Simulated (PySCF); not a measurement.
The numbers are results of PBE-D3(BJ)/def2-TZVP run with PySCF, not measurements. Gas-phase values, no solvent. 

Reference species (SMILES): `BC#N` (neutral, multiplicity 1).

The dipole moment is 2.54 D.

Changed species: `CC(C)C#N` (whole molecule; the reference has whole molecule).

What does the change do to the dipole moment?

the dipole moment rises by 1.53 D, to 4.07 D.
